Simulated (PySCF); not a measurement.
F6OSi2. Atoms are numbered in the order given.

```xyz
9

F     -1.4940     2.1349    -0.0448
Si     0.0007     1.5898     0.0344
F      0.7723     2.3651     1.1911
F      0.7261     1.8746    -1.3562
O      0.0000     0.0000     0.3518
Si    -0.0007    -1.5898     0.0344
F     -0.7261    -1.8746    -1.3562
F      1.4940    -2.1349    -0.0448
F     -0.7723    -2.3651     1.1911
```

Geometry: B3LYP-D3(BJ)/def2-SVP. One conformer was computed; it need not be the lowest.

The numbers are results of TDA-PBE0/def2-SVPD run with PySCF 2.14.0, not measurements.

Vertical excitations. The molecule is in vacuum. State labels are in the subgroup C2.

Q: Give excitation energies, oscillator strengths and character. (An estimate is asked for; the answer gives what the named calculation found.)

A: 
```tsv
state	symmetry	energy (eV)	λ (nm)	f	main pairs
S1	B	9.65	128	0.018	HOMO→LUMO 97 %
S2	A	9.73	127	0.019	HOMO−1→LUMO 97 %
S3	B	10.63	117	0.000	HOMO−2→LUMO 91 %
S4	A	10.64	117	0.000	HOMO−3→LUMO 91 %
S5	A	10.90	114	0.000	HOMO→LUMO+1 55 %, HOMO−5→LUMO 40 %
S6	B	10.93	113	0.001	HOMO−4→LUMO 51 %, HOMO−1→LUMO+1 44 %
T1	B	9.24	134	0	HOMO→LUMO 93 %
T2	A	9.32	133	0	HOMO−1→LUMO 93 %
```
Triplets are in the Tamm–Dancoff approximation.
